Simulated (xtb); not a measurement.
xtb input (GFN2-xTB):

```bash
xtb mol.xyz --gfn 2 --sp --chrg 0 --uhf 0
```
mol.xyz:
```
13

Si     2.37977192     0.06597000    -0.52710352
O      1.18790875     0.55350952     0.48917199
Si    -0.16101498     0.14949391     1.31188641
O     -1.29041088    -0.46129287     0.30642861
Si    -2.18424083    -0.24648637    -1.05222066
H      1.85075505    -0.03832188    -1.90579494
H      2.90383769    -1.25417890    -0.10515758
H      3.46462882     1.06852909    -0.48454270
H      0.15404857    -0.89547664     2.30442092
H     -0.67171479     1.37879126     1.94768412
H     -2.74862337     1.12315193    -1.08244318
H     -3.28111234    -1.23678719    -1.04711056
H     -1.33502798    -0.44912666    -2.24773232
```

Output:

```
           -------------------------------------------------
          |                Calculation Setup                |
           -------------------------------------------------

           -------------------------------------------------
          |                 G F N 2 - x T B                 |
           -------------------------------------------------

        Reference                      10.1021/acs.jctc.8b01176
      * Hamiltonian:
        H0-scaling (s, p, d)           1.850000    2.230000    2.230000
        zeta-weighting                 0.500000
      * Dispersion:
        s8                             2.700000
        a1                             0.520000
        a2                             5.000000
        s9                             5.000000
      * Repulsion:
        kExp                           1.500000    1.000000
        rExp                           1.000000
      * Coulomb:
        alpha                          2.000000
        third order                    shell-resolved
        anisotropic                    true
        a3                             3.000000
        a5                             4.000000
        cn-shift                       1.200000
        cn-exp                         4.000000
        max-rad                        5.000000

          ...................................................
          :                      SETUP                      :
          :.................................................:
          :  # basis functions                  46          :
          :  # atomic orbitals                  43          :
          :  # shells                           21          :
          :  # electrons                        32          :
          :  max. iterations                   250          :
          :  Hamiltonian                  GFN2-xTB          :
          :  restarted?                      false          :
          :  GBSA solvation                  false          :
          :  PC potential                    false          :
          :  electronic temp.          300.0000000     K    :
          :  accuracy                    1.0000000          :
          :  -> integral cutoff          0.2500000E+02      :
          :  -> integral neglect         0.1000000E-07      :
          :  -> SCF convergence          0.1000000E-05 Eh   :
          :  -> wf. convergence          0.1000000E-03 e    :
          :  Broyden damping             0.4000000          :
          :  net charge                          0          :
          :  unpaired electrons                  0          :
          ...................................................

 iter      E             dE          RMSdq      gap      omega  full diag
   1    -17.5555779 -0.175556E+02  0.866E+00    6.90       0.0  T
   2    -17.7351651 -0.179587E+00  0.461E+00    5.76       1.0  T
   3    -17.7415658 -0.640064E-02  0.248E+00    5.76       1.0  T
   4    -17.7413371  0.228643E-03  0.828E-01    5.75       1.0  T
   5    -17.7415922 -0.255074E-03  0.322E-01    5.86       1.0  T
   6    -17.7418843 -0.292101E-03  0.133E-01    5.80       1.0  T
   7    -17.7419256 -0.412826E-04  0.617E-02    5.82       1.0  T
   8    -17.7419432 -0.176010E-04  0.314E-02    5.82       1.0  T
   9    -17.7419480 -0.477307E-05  0.860E-03    5.81       3.2  T
  10    -17.7419477  0.221494E-06  0.772E-03    5.81       3.6  T
  11    -17.7419481 -0.344744E-06  0.235E-03    5.81      11.8  T
  12    -17.7419481 -0.233216E-07  0.421E-04    5.81      65.8  T
  13    -17.7419481 -0.851269E-09  0.674E-05    5.81     411.6  T

   *** convergence criteria satisfied after 13 iterations ***

         #    Occupation            Energy/Eh            Energy/eV
      -------------------------------------------------------------
         1        2.0000           -0.7879903             -21.4423
       ...           ...                  ...                  ...
        10        2.0000           -0.4735157             -12.8850
        11        2.0000           -0.4645575             -12.6413
        12        2.0000           -0.4266586             -11.6100
        13        2.0000           -0.4223690             -11.4932
        14        2.0000           -0.4188563             -11.3977
        15        2.0000           -0.4151419             -11.2966
        16        2.0000           -0.4107627             -11.1774 (HOMO)
        17                         -0.1971016              -5.3634 (LUMO)
        18                         -0.1876315              -5.1057
        19                         -0.1750581              -4.7636
        20                         -0.1704172              -4.6373
        21                         -0.1665923              -4.5332
       ...                                ...                  ...
        43                          0.8967316              24.4013
      -------------------------------------------------------------
                  HL-Gap            0.2136611 Eh            5.8140 eV
             Fermi-level           -0.3039322 Eh           -8.2704 eV

 SCC (total)                   0 d,  0 h,  0 min,  0.012 sec
 SCC setup                      ...        0 min,  0.000 sec (  0.606%)
 Dispersion                     ...        0 min,  0.000 sec (  0.321%)
 classical contributions        ...        0 min,  0.000 sec (  0.127%)
 integral evaluation            ...        0 min,  0.002 sec ( 16.547%)
 iterations                     ...        0 min,  0.006 sec ( 48.985%)
 molecular gradient             ...        0 min,  0.004 sec ( 32.600%)
 printout                       ...        0 min,  0.000 sec (  0.741%)

         :::::::::::::::::::::::::::::::::::::::::::::::::::::
         ::                     SUMMARY                     ::
         :::::::::::::::::::::::::::::::::::::::::::::::::::::
         :: total energy             -17.627529565051 Eh    ::
         :: gradient norm              0.022640038262 Eh/a0 ::
         :: HOMO-LUMO gap              5.814014598292 eV    ::
         ::.................................................::
         :: SCC energy               -17.741925539752 Eh    ::
         :: -> isotropic ES            0.083306304144 Eh    ::
         :: -> anisotropic ES          0.001065386917 Eh    ::
         :: -> anisotropic XC          0.001895670269 Eh    ::
         :: -> dispersion             -0.009486192434 Eh    ::
         :: repulsion energy           0.114395974701 Eh    ::
         :: add. restraining           0.000000000000 Eh    ::
         :: total charge               0.000000000000 e     ::
         :::::::::::::::::::::::::::::::::::::::::::::::::::::

           -------------------------------------------------
          |                Property Printout                |
           -------------------------------------------------

    * Orbital Energies and Occupations

         #    Occupation            Energy/Eh            Energy/eV
      -------------------------------------------------------------
         1        2.0000           -0.7879903             -21.4423
       ...           ...                  ...                  ...
         4        2.0000           -0.6293971             -17.1268
         5        2.0000           -0.5775707             -15.7165
         6        2.0000           -0.5087514             -13.8438
         7        2.0000           -0.4998687             -13.6021
         8        2.0000           -0.4971709             -13.5287
         9        2.0000           -0.4801347             -13.0651
        10        2.0000           -0.4735157             -12.8850
        11        2.0000           -0.4645575             -12.6413
        12        2.0000           -0.4266586             -11.6100
        13        2.0000           -0.4223690             -11.4932
        14        2.0000           -0.4188563             -11.3977
        15        2.0000           -0.4151419             -11.2966
        16        2.0000           -0.4107627             -11.1774 (HOMO)
        17                         -0.1971016              -5.3634 (LUMO)
        18                         -0.1876315              -5.1057
        19                         -0.1750581              -4.7636
        20                         -0.1704172              -4.6373
        21                         -0.1665923              -4.5332
        22                         -0.1630093              -4.4357
        23                         -0.1491068              -4.0574
        24                         -0.1255587              -3.4166
        25                         -0.1147773              -3.1232
        26                         -0.0672133              -1.8290
        27                         -0.0618039              -1.6818
       ...                                ...                  ...
        43                          0.8967316              24.4013
      -------------------------------------------------------------
                  HL-Gap            0.2136611 Eh            5.8140 eV
             Fermi-level           -0.3039322 Eh           -8.2704 eV

     #   Z          covCN         q      C6AA      α(0)
     1  14 Si       3.590     0.526    97.612    18.985
     2   8 O        1.539    -0.448    21.880     6.310
     3  14 Si       3.530     0.596    97.208    19.022
     4   8 O        1.539    -0.448    21.879     6.310
     5  14 Si       3.590     0.526    97.602    18.984
     6   1 H        0.913    -0.099     5.516     3.674
     7   1 H        0.913    -0.099     5.536     3.680
     8   1 H        0.914    -0.091     5.266     3.589
     9   1 H        0.915    -0.087     5.145     3.548
    10   1 H        0.915    -0.087     5.140     3.546
    11   1 H        0.913    -0.099     5.533     3.679
    12   1 H        0.914    -0.091     5.267     3.590
    13   1 H        0.913    -0.099     5.519     3.675

 Mol. C6AA /au·bohr⁶  :       3238.865436
 Mol. C8AA /au·bohr⁸  :     125175.393213
 Mol. α(0) /au        :         98.591245

Wiberg/Mayer (AO) data.
largest (>0.10) Wiberg bond orders for each atom

 ---------------------------------------------------------------------------
     #   Z sym  total        # sym  WBO       # sym  WBO       # sym  WBO
 ---------------------------------------------------------------------------
     1  14 Si   3.789 --     2 O    1.070     7 H    0.892     8 H    0.891
                             6 H    0.891
     2   8 O    2.338 --     3 Si   1.087     1 Si   1.070
     3  14 Si   3.999 --     2 O    1.087     4 O    1.087     9 H    0.876
                            10 H    0.876
     4   8 O    2.338 --     3 Si   1.087     5 Si   1.070
     5  14 Si   3.789 --     4 O    1.070    11 H    0.892    12 H    0.891
                            13 H    0.891
     6   1 H    0.990 --     1 Si   0.891
     7   1 H    0.990 --     1 Si   0.892
     8   1 H    0.991 --     1 Si   0.891
     9   1 H    0.992 --     3 Si   0.876
    10   1 H    0.992 --     3 Si   0.876
    11   1 H    0.990 --     5 Si   0.892
    12   1 H    0.991 --     5 Si   0.891
    13   1 H    0.990 --     5 Si   0.891
 ---------------------------------------------------------------------------

Topologies differ in total number of bonds
Writing topology from bond orders to xtbtopo.mol

molecular dipole:
                 x           y           z       tot (Debye)
 q only:        0.028      -0.024      -0.208
   full:        0.007      -0.005      -0.039       0.101
molecular quadrupole (traceless):
                xx          xy          yy          xz          yz          zz
 q only:        1.918      -1.121      -2.780       0.270       0.282       0.861
  q+dip:       -1.486      -1.375       1.434      -0.019      -0.324       0.052
   full:        0.116      -1.089      -0.906       0.049       0.064       0.790
Note: The following floating-point exceptions are signalling: IEEE_UNDERFLOW_FLAG IEEE_DENORMAL
normal termination of xtb

           -------------------------------------------------
          | TOTAL ENERGY              -17.627529565051 Eh   |
          | GRADIENT NORM               0.022640038262 Eh/α |
          | HOMO-LUMO GAP               5.814014598292 eV   |
           -------------------------------------------------

------------------------------------------------------------------------
------------------------------------------------------------------------
 total:
 SCF:
```
